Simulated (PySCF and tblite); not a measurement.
Results of a calculation; reference values are marked as such.
Molecule: C6H13N, numbered as in [CH3:1][C@H:2]1[NH:3][CH2:4][C:5]1([CH3:6])[CH3:7]; H are named by their carrier, a and b as at the first point (Å):

```
C1       1.782    0.287   -1.038
C2       0.767   -0.641   -0.391
N3       1.124   -1.094    0.985
C4       0.022   -0.263    1.538
C5      -0.550   -0.021    0.133
C6      -1.756   -0.901   -0.170
C7      -0.851    1.426   -0.227
H1a      1.388    0.690   -1.969
H1b      2.036    1.116   -0.379
H1c      2.693   -0.267   -1.258
H2       0.608   -1.505   -1.046
H3       1.995   -0.624    1.221
H4a     -0.616   -0.833    2.216
H4b      0.351    0.646    2.046
H6a     -2.619   -0.569    0.404
H6b     -2.005   -0.851   -1.228
H6c     -1.542   -1.934    0.090
H7a     -1.083    1.512   -1.286
H7b     -1.713    1.771    0.341
H7c     -0.013    2.082   -0.003
```

The mean out-of-plane torsion at N3 (0° is planar) is held and the rest relaxed at GFN2-xTB. Energies: PBE0/pcSseg-1 + D3(BJ). Couplings: B3LYP/6-31G* with H pcJ-1 N pcJ-1, gas phase, for ¹H, ¹⁵N. Programs: tblite and PySCF.

(1) How do the most sensitive couplings change along the out-of-plane angle?

(2) Set ³J(H3,H4b) against its H–N–C–H torsion.

Results:

(1) 
```tsv
out-of-plane angle °	¹J(N3,H3)	³J(H3,H4b)	³J(H3,H4a)	³J(H2,H3)	²J(N3,H2)	²J(N3,H4b)	²J(N3,H4a)	²J(H4a,H4b)	⁴J(H2,H4a)
-46	-56.8	13.0	4.7	5.0	-6.6	0.1	-6.3	-9.5	-0.2
-28	-82.8	5.5	-0.3	-0.2	-4.6	0.6	-4.5	-5.7	-0.7
0	-102.7	-1.7	-1.5	-1.4	-0.4	-0.6	-0.4	-4.3	-1.1
28	-81.2	-0.3	5.6	5.3	0.7	-4.6	0.5	-5.7	-0.8
45	-56.1	3.3	12.1	11.1	0.3	-6.4	0.1	-8.7	-0.6
```
Values in Hz.

(2) 1°: 13.0 Hz, 35°: 5.5 Hz, 65°: -1.7 Hz, 92°: -0.3 Hz, 117°: 3.3 Hz.
